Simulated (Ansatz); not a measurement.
Geometry optimisation, Ansatz 0.2.0, RKS PBE-D4/def2-SVP.

input.yaml

```yaml
crystal:
  periodic: [false, false, false]
  atoms:
    - { symbol: Si, position_ang: [-0.54368, 1.13532, -0.82691] }
    - { symbol: C, position_ang: [0.30239, -0.5136, -0.31766] }
    - { symbol: As, position_ang: [0.9446, -0.92331, 1.33423] }
    - { symbol: H, position_ang: [-1.79663, 0.59976, -1.37482] }
    - { symbol: H, position_ang: [0.34873, 1.71834, -1.82986] }
    - { symbol: H, position_ang: [-0.70616, 1.89985, 0.41439] }
    - { symbol: H, position_ang: [0.63987, -1.1423, -1.13966] }
    - { symbol: H, position_ang: [0.87008, -2.39598, 1.46761] }
    - { symbol: H, position_ang: [-0.46399, -0.66813, 0.44187] }
total_charge: 1
basis:
  gaussian: { orbitals: def2-SVP }
hamiltonian:
  xc: pbe
  dispersion: d4
relax:
  f_tol: 0.02
  max_steps: 50
```

Command:

```bash
$ ansatz run input.yaml --threads 2 --pin off --max-ram 3072MiB --backend cpu --events-out ev --progress --plain --runs-dir out
```

Q: Where does it end, and by what steps?

A: It converged. After 32 steps the energy has fallen by 2.563 eV; H8 moved furthest, 2.39 Å. Parted: As3–H9 (1.69 → 2.63 Å). Joined: Si1–As3 (3.34 → 2.63 Å), As3–H6 (3.40 → 1.65 Å).

```json
{"step": "0", "energy less start (eV)": "0.0000", "largest force component (eV/Å)": "3.456", "accepted": "yes"}
{"step": "2", "energy less start (eV)": "-1.0993", "largest force component (eV/Å)": "0.627", "accepted": "yes"}
{"step": "4", "energy less start (eV)": "-1.2964", "largest force component (eV/Å)": "0.503", "accepted": "yes"}
{"step": "6", "energy less start (eV)": "-1.4620", "largest force component (eV/Å)": "0.544", "accepted": "yes"}
{"step": "8", "energy less start (eV)": "-1.6153", "largest force component (eV/Å)": "0.472", "accepted": "yes"}
{"step": "10", "energy less start (eV)": "-1.6931", "largest force component (eV/Å)": "0.185", "accepted": "yes"}
{"step": "12", "energy less start (eV)": "-1.7306", "largest force component (eV/Å)": "0.274", "accepted": "yes"}
{"step": "14", "energy less start (eV)": "-1.7429", "largest force component (eV/Å)": "0.056", "accepted": "yes"}
{"step": "16", "energy less start (eV)": "-1.7464", "largest force component (eV/Å)": "0.127", "accepted": "yes"}
{"step": "18", "energy less start (eV)": "-1.7610", "largest force component (eV/Å)": "0.200", "accepted": "yes"}
{"step": "20", "energy less start (eV)": "-1.8303", "largest force component (eV/Å)": "0.426", "accepted": "yes"}
{"step": "22", "energy less start (eV)": "-2.0439", "largest force component (eV/Å)": "0.765", "accepted": "yes"}
{"step": "24", "energy less start (eV)": "-2.3545", "largest force component (eV/Å)": "1.984", "accepted": "yes"}
{"step": "26", "energy less start (eV)": "-2.5351", "largest force component (eV/Å)": "0.503", "accepted": "yes"}
{"step": "28", "energy less start (eV)": "-2.5600", "largest force component (eV/Å)": "0.067", "accepted": "yes"}
{"step": "30", "energy less start (eV)": "-2.5628", "largest force component (eV/Å)": "0.051", "accepted": "yes"}
{"step": "32", "energy less start (eV)": "-2.5631", "largest force component (eV/Å)": "0.004", "accepted": "yes"}
```

```xyz
9
Properties=species:S:1:pos:R:3
Si -0.318 0.672 -0.973
C -0.460 -1.042 -0.315
As 0.346 -0.280 1.389
H -1.512 1.563 -0.938
H 0.910 1.082 -1.707
H 0.133 1.228 0.757
H 0.191 -1.815 -0.761
H 1.786 -0.284 0.835
H -1.482 -1.413 -0.117
```

Run time: 18 s on 2 threads of AMD EPYC 9R45 96-Core Processor (Zen 5), with other jobs on the host, peak memory 0.15 GiB.
